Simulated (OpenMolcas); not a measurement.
Rh4+ among 2 point charges of -2 e arranged as a linear pair (D∞h), 2.53 Å from the ion.
```
   0.0000    0.0000    2.5300  -2.00
   0.0000    0.0000   -2.5300  -2.00
```

- Program: OpenMolcas 26.06
- Method: CASSCF
- Basis: ANO-RCC-VTZP [7s6p4d2f1g]
- Scalar Hamiltonian: DKH2, point nucleus
- Active space: 5 electrons in 5 orbitals (4d)
- State averaging: 2S+1 = 6 even, 1 root; 2S+1 = 4 even, 24 roots; 2S+1 = 2 even, 75 roots
- Spin-orbit coupling: state interaction with AMFI integrals over the reference wave functions

Problem. What is the spin-free ground state (labels by Λ)?

Solution. 6Σ, 1-fold in its orbital part, 100 % from free-ion S terms; it has the highest spin that d5 allows.

Problem. What are the lowest two levels with spin-orbit coupling?

Solution. A 2-fold level with g = 0.00, 0.00, 9.99, then a 2-fold level 10.4 cm-1 above it. Their leading multiplicities are 6 (99 %) and 6 (99 %).

Problem. What is χT at 300 K, and how does it compare with the textbook value?

Solution. The lowest level has 2S+1 = 6, for which the spin-only value is χT = S(S+1) / 2 = 4.375 cm3 K/mol (g = 2). The computed 4.370 at 300 K differs by -0.005, through a little spin-orbit mixing out of the ground term, against the free-electron g of 2.0023, which raises it.

Without dynamic correlation the repulsion within the d shell is too large (B by tens of per cent), so at a given field states of lower spin stand too high. Point charges give a weaker field than real ligands, and real ions of this kind are as a rule low spin; the high spin found here belongs to the model. This is an electrostatic model: the charges have no orbitals. No measured value stands beside these numbers.
